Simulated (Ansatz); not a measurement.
Method: Ansatz (a quantum-chemistry and plane-wave program) with frozen-core CCSD(T)/def2-TZVPP // PBE0-D3(BJ)/def2-TZVP.

Ansatz 0.2 input:
```yaml
crystal:
  periodic: [false, false, false]
  atoms:
    - { symbol: F, position_ang: [-1.318321, -1.114116, -0.177514] }
    - { symbol: Sn, position_ang: [-0.014578, 0.084329, 0.561998] }
    - { symbol: F, position_ang: [1.618416, -0.599305, -0.178555] }
    - { symbol: H, position_ang: [-0.285517, 1.629092, -0.20593] }
basis:
  gaussian: { orbitals: def2-TZVPP }
correlation:
  method: ccsd_t
magnetization:
  spin_polarized: true
  initial_magnetization: 1
```

Output:

```
Functional definition: HF
965 factors; integrals over basis functions are off by at most 6.8e-4 eV
mean field evaluation 1: about -11232.8704 eV, gradient 3.1e1 eV
mean field evaluation 2: about -11232.8766 eV, gradient 3.1e1 eV
mean field evaluation 4: about -11236.5068 eV, gradient 2.2e0 eV
mean field evaluation 8: about -11236.5974 eV, gradient 1.7e-1 eV
mean field evaluation 16: about -11234.8345 eV, gradient 2.5e1 eV
mean field -11236.59819835 eV, -412.9373673494 hartree, gradient 2.5e-6 eV, S^2 0.764876; 0 other end points of the search recorded, 0 dependent functions left out
6 core orbitals not correlated
reference -11236.59819835 eV, -412.9373673494 hartree; 15, 14 occupied and 105, 106 virtual orbitals, 965 factors
second order -21.90857950 eV of doubles, -0.00000000 eV of singles
cycle   1  -21.21509512 eV  change    6.9e-1 eV  update   1.2e-1
cycle   2  -21.71259285 eV  change   -5.0e-1 eV  update   4.2e-2
cycle   3  -21.85332232 eV  change   -1.4e-1 eV  update   2.4e-2
cycle   4  -21.84717833 eV  change    6.1e-3 eV  update   7.8e-3
cycle   5  -21.84032554 eV  change    6.9e-3 eV  update   3.8e-3
cycle   6  -21.84228312 eV  change   -2.0e-3 eV  update   1.6e-3
cycle   7  -21.84314328 eV  change   -8.6e-4 eV  update   8.6e-4
cycle   8  -21.84280149 eV  change    3.4e-4 eV  update   3.2e-4
cycle   9  -21.84280773 eV  change   -6.2e-6 eV  update   1.7e-4
cycle  10  -21.84284881 eV  change   -4.1e-5 eV  update   5.9e-5
cycle  11  -21.84278613 eV  change    6.3e-5 eV  update   3.1e-5
cycle  12  -21.84282324 eV  change   -3.7e-5 eV  update   1.5e-5
cycle  13  -21.84281139 eV  change    1.2e-5 eV  update   6.5e-6
perturbative correction -0.62953859 eV, -0.0231351164 hartree
Total energy: -11259.07054833 eV, -413.7632109789 hartree
```

Cost: around 2.8 core-minutes (rough).
